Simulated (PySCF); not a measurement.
Lowest singlet excitation (eV) of eight silicon and germanium compounds: TDDFT-PBE beside TDDFT-B3LYP, computed with PySCF for isolated molecules in the bases named; differences from unrounded values. The eight are the first of their class met in an unordered collection, after screening for sound electronic states; none was chosen by its value. Each molecule has one DFT geometry for both levels.

```json
[
 {"molecule": "C5H8Si, SMILES C#C[C@@H]1C[C@@H]1[SiH3]", "basis": "def2-SVPD", "TDDFT-B3LYP": "6.03", "TDDFT-PBE": "5.81", "difference": "-0.22"},
 {"molecule": "FH6NOSi2, SMILES [SiH2]([Si@@H](N)O)F", "basis": "def2-SVPD", "TDDFT-B3LYP": "5.73", "TDDFT-PBE": "[?]", "difference": "[?]"},
 {"molecule": "GeH2ClBr, SMILES [GeH2]([Cl])[Br]", "basis": "def2-SVPD", "TDDFT-B3LYP": "5.71", "TDDFT-PBE": "5.34", "difference": "-0.37"},
 {"molecule": "Ge(F)(OH)2(NH2) (FGeH₄NO₂), SMILES [NH2][Ge]([OH])([OH])[F]", "basis": "def2-SVPD", "TDDFT-B3LYP": "6.28", "TDDFT-PBE": "5.61", "difference": "-0.67"},
 {"molecule": "CH6F2OSi2, SMILES OC([SiH2]F)[SiH2]F", "basis": "def2-SVPD", "TDDFT-B3LYP": "5.53", "TDDFT-PBE": "4.75", "difference": "-0.78"},
 {"molecule": "(silylamino)silyloxymethane (CH9NOSi2), SMILES CO[SiH2]N[SiH3]", "basis": "def2-SVPD", "TDDFT-B3LYP": "6.32", "TDDFT-PBE": "[?]", "difference": "[?]"},
 {"molecule": "Si(H)2(Br)(Et) (C2H7BrSi), SMILES CC[SiH2]Br", "basis": "def2-SVPD", "TDDFT-B3LYP": "6.43", "TDDFT-PBE": "[?]", "difference": "[?]"},
 {"molecule": "C2H4ClNSi, SMILES N#CC[SiH2]Cl", "basis": "def2-SVPD", "TDDFT-B3LYP": "7.12", "TDDFT-PBE": "6.49", "difference": "-0.63"}
]
```

Task: Complete the blanks. (Estimate from the structure and the level; the computed values follow.)

Result: 
- Si(H)2(Br)(Et) (C2H7BrSi), SMILES CC[SiH2]Br, TDDFT-PBE: 6.03
- Si(H)2(Br)(Et) (C2H7BrSi), SMILES CC[SiH2]Br, difference: -0.40
- FH6NOSi2, SMILES [SiH2]([Si@@H](N)O)F, TDDFT-PBE: 5.02
- FH6NOSi2, SMILES [SiH2]([Si@@H](N)O)F, difference: -0.70
- (silylamino)silyloxymethane (CH9NOSi2), SMILES CO[SiH2]N[SiH3], TDDFT-PBE: 5.80
- (silylamino)silyloxymethane (CH9NOSi2), SMILES CO[SiH2]N[SiH3], difference: -0.52

TDDFT-PBE lies below TDDFT-B3LYP in 8 and above it in 0 of the eight; the mean signed difference is -0.54 and the largest -0.78 eV.
